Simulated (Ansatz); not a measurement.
The cluster V2S3. Total charge 0; singlet. Geometry PBE-D4/def2-SVP; atoms count from 1.

```xyz
5

V     1.266   -0.325    1.232
V     0.102   -0.011    0.042
S    -1.731    0.350   -1.380
S     2.423    0.273   -0.498
S    -2.059   -0.287    0.604
```

No other spin state of charge 0 was run. Another isomer (singlet) lies 2.66 eV lower at PBE0-D4/def2-TZVP; other spin states weren't run for this one.

(1) Estimate the Mulliken populations from the PBE0/def2-TZVP orbitals of Ansatz.

(2) And the Mayer bond orders between bonded heavy atoms (over 0.3)?

Results:

(1) 
| atom | charge (e) | d electrons |
| --- | --- | --- |
| V1 | 0.68 | 4.00 |
| V2 | 0.32 | 3.86 |
| S3 | -0.25 | – |
| S4 | -0.48 | – |
| S5 | -0.28 | – |
Mulliken values and Mayer orders depend strongly on the basis.

(2) V1–V2 3.15 (1.69 Å); V1–S4 1.41 (2.17 Å); V2–S3 0.91 (2.35 Å); V2–S4 0.79 (2.40 Å); V2–S5 1.06 (2.25 Å); S3–S5 1.11 (2.11 Å).
